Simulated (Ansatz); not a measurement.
H12O6Ti (SMILES [OH2]->[Ti+3](<-[OH2])(<-[OH2])(<-[OH2])(<-[OH2])<-[OH2]), charge +3, doublet, geometry from GFN2-xTB (such geometries of metal compounds can be far from the true shape). Base run: PBE/STO-3G (Ansatz, an electronic-structure program).

Input for Ansatz:
Ansatz 0.2 input:
```yaml
crystal:
  periodic: [false, false, false]
  atoms:
    - {symbol: Ti, position_ang: [0.00000000, -0.00000000, 0.00000000]}
    - {symbol: O, position_ang: [-0.62795870, 1.69434690, -0.91677950]}
    - {symbol: H, position_ang: [-1.52378457, 2.08531234, -0.97029631]}
    - {symbol: H, position_ang: [-0.07297740, 2.32338839, -1.42299588]}
    - {symbol: O, position_ang: [1.55687199, 1.05393829, 0.75564005]}
    - {symbol: H, position_ang: [1.51375231, 1.93929188, 1.17306331]}
    - {symbol: H, position_ang: [2.50792783, 0.82637641, 0.79957606]}
    - {symbol: O, position_ang: [1.04511822, -0.45152455, -1.67615085]}
    - {symbol: H, position_ang: [1.96574695, -0.76859606, -1.77680075]}
    - {symbol: H, position_ang: [0.72000546, -0.39573026, -2.59872397]}
    - {symbol: O, position_ang: [-1.04511822, 0.45152455, 1.67615085]}
    - {symbol: H, position_ang: [-1.96574695, 0.76859606, 1.77680075]}
    - {symbol: H, position_ang: [-0.72000546, 0.39573026, 2.59872397]}
    - {symbol: O, position_ang: [-1.55687199, -1.05393829, -0.75564005]}
    - {symbol: H, position_ang: [-1.51375231, -1.93929188, -1.17306331]}
    - {symbol: H, position_ang: [-2.50792783, -0.82637641, -0.79957606]}
    - {symbol: O, position_ang: [0.62795870, -1.69434690, 0.91677950]}
    - {symbol: H, position_ang: [0.07297740, -2.32338839, 1.42299588]}
    - {symbol: H, position_ang: [1.52378457, -2.08531234, 0.97029631]}
basis:
  gaussian:
    orbitals: STO-3G
hamiltonian:
  xc: pbe
total_charge: 3
magnetization: {spin_polarized: true, initial_magnetization: 1}
```

The bond that is stretched is that between atoms 19 and 17. A test that says stable can miss a lower solution.

The base run was repeated with changes; each row names its change, and settings that it needs were set with it.

```csv
change,ΔE vs base (mEh),<S^2>,stability test says
base,0.000,0.752,minimum
spin_polarized = on; lower_state_search = off,0.000,0.752,undecided (no full test)
spin_polarized = on; lower_state_search = standard,0.000,0.752,minimum
bond × 1.25,22.663,0.752,minimum
spin_polarized = on; lower_state_search = off; bond × 1.25,22.663,0.752,undecided (no full test)
spin_polarized = on; lower_state_search = standard; bond × 1.25,22.663,0.752,minimum
bond × 1.5,64.375,0.761,minimum
spin_polarized = on; lower_state_search = off; bond × 1.5,64.375,0.761,undecided (no full test)
spin_polarized = on; lower_state_search = standard; bond × 1.5,64.375,0.761,minimum
bond × 1.8,93.119,0.782,minimum
spin_polarized = on; lower_state_search = off; bond × 1.8,93.119,0.782,undecided (no full test)
spin_polarized = on; lower_state_search = standard; bond × 1.8,93.119,0.782,minimum
bond × 2.2,104.7,0.764,minimum
spin_polarized = on; lower_state_search = off; bond × 2.2,104.7,0.764,undecided (no full test)
spin_polarized = on; lower_state_search = standard; bond × 2.2,104.7,0.764,minimum
bond × 3.0,107.3,0.751,minimum
spin_polarized = on; lower_state_search = off; bond × 3.0,107.3,0.751,undecided (no full test)
spin_polarized = on; lower_state_search = standard; bond × 3.0,107.3,0.751,minimum
```

On stretching, the SCF can end on different states; <S^2> shows the spin contamination of each.
